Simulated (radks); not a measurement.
Results of a calculation; reference values are marked as such.
Ionisation of the platinum ion Pt+, [Xe] 4f14 5d9, to [Xe] 4f14 5d8 as the strength of local exchange is varied. Code: a radial shooting solver on a logarithmic mesh with Libxc functionals. Model: Dirac Kohn-Sham, Slater X-alpha exchange (alpha = 2/3 is LDA exchange), no correlation, spin-unpolarised, spherical densities, finite nucleus; open shells fill j = l - 1/2 first; Fermi nuclear charge, rms radius 5.427 fm.

[
 {"alpha": "0.577", "E(Pt+) (hartree)": "-18378.6922", "exchange (hartree)": "-292.0643", "IE (eV)": "16.884", "-e of the level emptied (eV)": "11.511 (5d5/2)", "<r> of it (bohr)": "1.734"},
 {"alpha": "0.629", "E(Pt+) (hartree)": "-18405.0337", "exchange (hartree)": "-318.8764", "IE (eV)": "17.642", "-e of the level emptied (eV)": "12.177 (5d5/2)", "<r> of it (bohr)": "1.711"},
 {"alpha": "0.667", "E(Pt+) (hartree)": "-18424.3089", "exchange (hartree)": "-338.5210", "IE (eV)": "18.210", "-e of the level emptied (eV)": "12.677 (5d5/2)", "<r> of it (bohr)": "1.695"},
 {"alpha": "0.673", "E(Pt+) (hartree)": "-18427.3544", "exchange (hartree)": "-341.6268", "IE (eV)": "18.301", "-e of the level emptied (eV)": "12.758 (5d5/2)", "<r> of it (bohr)": "1.693"},
 {"alpha": "0.809", "E(Pt+) (hartree)": "-18496.5291", "exchange (hartree)": "-412.3123", "IE (eV)": "20.429", "-e of the level emptied (eV)": "14.653 (5d5/2)", "<r> of it (bohr)": "1.639"},
 {"alpha": "0.896", "E(Pt+) (hartree)": "-18540.9259", "exchange (hartree)": "-457.8199", "IE (eV)": "21.864", "-e of the level emptied (eV)": "15.944 (5d5/2)", "<r> of it (bohr)": "1.607"},
 {"alpha": "1.043", "E(Pt+) (hartree)": "-18616.1986", "exchange (hartree)": "-535.2249", "IE (eV)": "24.420", "-e of the level emptied (eV)": "18.266 (5d5/2)", "<r> of it (bohr)": "1.556"}
]

NIST Atomic Spectra Database: 18.6 +/- 0.12 eV (measured). The Delta-SCF value meets it near alpha = 0.69. Spin polarisation and multiplet splitting are left out, so open shells lie too high by an amount that depends on their filling.

Beside tabulated values, note that spin-unpolarised runs miss the spin-polarisation part of the exchange energy of open shells.
